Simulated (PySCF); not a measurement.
Worked example: refractive index and permittivity of the vapour

BiI2, SMILES [I][Bi][I], multiplicity 2.

Geometry: PBE0-D3(BJ)/def2-SVP. The multiplicity is an assumed one; other spin states were not compared. The isomer is the one that the SMILES or the coordinates give; other isomers of the formula were not compared. The def2 effective core potentials stand for the cores of Bi, I; spin–orbit coupling is left out.

PBE/def2-TZVPD run with PySCF gives a mean static polarisability of 132.5 bohr³ and a dipole moment of 2.37 D. Take an ideal gas at 298.15 K and 0.1 bar, whether or not the substance is that volatile.

Q: Work out n − 1 in the optical limit and the static ε − 1.

A: 
Polarisability volume α' = 132.5 × 0.148185 = 19.63 Å³. Number density N = p/kT = 2.43e-6 Å⁻³.
Dilute limit of Lorentz–Lorenz: n − 1 = 2π N α' = 0.00030.
Orientation term of Debye: μ²/(3kT) = 8.098 Å³ × μ²(D²) = 45.48 Å³.
ε − 1 = 4π N (α' + μ²/3kT) = 0.0020. Orientation of the dipole supplies 70 % of the static response; it can't follow optical fields. Vibrational polarisation and dispersion are left out.
